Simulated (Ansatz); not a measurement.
Computed with Ansatz on PBE0-D4/def2-TZVP structures; ΔE is electronic, products minus reactants. CCSD(T)/CBS is the MP2 limit (def2-TZVPP, def2-QZVPP) plus CCSD(T) − MP2 in def2-TZVPP, frozen cores. This one scheme is used for every species. Functionals use def2-TZVPP. Each species was taken in one conformer, which may not be the lowest.

`N[CH](F)[AlH][OH]` → `[CH]F` + `[NH2][AlH][OH]`  (formal loss of a carbene)

```tsv
level	ΔE (kJ/mol)
r2SCAN-D4	270.4
ωB97X-V	257.5
CCSD/def2-TZVPP	233.0
HF/def2-QZVPP	189.7
```

Question: What does CCSD(T)/CBS give? (Best estimate.)

Answer: Computed: +243.5 kJ/mol. The listed levels differ from it by 26.9, 14.0, -10.5, -53.8 kJ/mol.

Largest T1 diagnostic among the species: 0.018.

The D4 term adds +10.0 kJ/mol with B3LYP and +5.4 kJ/mol with PBE0; it sums over pairs of atoms, weighted by their polarisabilities, and B3LYP, whose exchange is more repulsive, gets the larger term. In def2-TZVPP, CCSD(T) changes the Hartree–Fock value by +46.2 kJ/mol (the triples alone add +4.8 kJ/mol) and MP2 by +68.8 kJ/mol.

B3LYP here is the variant with VWN-RPA as its local correlation; programs differ in this.
